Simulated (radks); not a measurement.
Coulomb parameter of the 4f shell of the holmium ion Ho3+ in the model configuration [Xe] 4f8 6p2, as a second difference U = [E(n + 0.5) + E(n - 0.5) - 2 E(n)] / (0.5)^2 with all orbitals relaxed. "Bare": the charge of the atom changes with n. "Screened": the 6p shell takes up the change at fixed total charge, which measures U(4f,4f) + U(6p,6p) - 2 U(4f,6p). Calculated with a radial shooting solver on a logarithmic mesh with Libxc functionals: scalar-relativistic Kohn-Sham, r2SCAN, spin-unpolarised, spherical densities, finite nucleus; meta-GGA in the generalised Kohn-Sham scheme; Fermi nuclear charge, rms radius 5.2022 fm.

| case | configuration | E - E(n) (eV) |
|---|---|---|
| start | [Xe] 4f8 6p2 | 0.000 |
| bare +0.5 | [Xe] 4f8.5 6p2 | -27.343 |
| bare -0.5 | [Xe] 4f7.5 6p2 | 32.843 |
| screened +0.5 | [Xe] 4f8.5 6p1.5 | -17.456 |
| screened -0.5 | [Xe] 4f7.5 6p2.5 | 20.261 |

U(bare) = 22.000 eV, U(screened by 6p) = 11.219 eV, against the Slater integral F0(4f,4f) = 35.122 eV with frozen orbitals.
